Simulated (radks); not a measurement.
Results of a calculation; reference values are marked as such.
Valence configurations of N II (all share [He]). Level of theory: scalar-relativistic Kohn-Sham, r2SCAN, spin-polarised, spherical densities, finite nucleus; open shells are filled with parallel spins first; meta-GGA in the generalised Kohn-Sham scheme; Fermi nuclear charge, rms radius 2.5582 fm (a radial shooting solver on a logarithmic mesh with Libxc functionals). Energies are relative to 2s2 2p2; eigenvalues in eV for spin up.

| valence | E (eV) | moment (Bohr magnetons) | e(2p) | e(2s) |
|---|---|---|---|---|
| 2s2 2p2 | 0.000 | 2 | -22.520 | -35.288 |
| 2s1 2p3 | 4.412 | 4 | -23.526 | -36.356 |
| 2p4 | 25.388 | 2 | -23.027 | - |
| 2s1.5 2p2.5 | 3.124 | 3 | -23.186 | -36.026 |
| 2s0.5 2p3.5 | 15.668 | 3 | -23.511 | -36.332 |

NIST lists [He] 2s2 2p2 as the ground configuration; this level of theory agrees among the configurations tried. The energies are those of spherical high-spin densities, not of single terms.
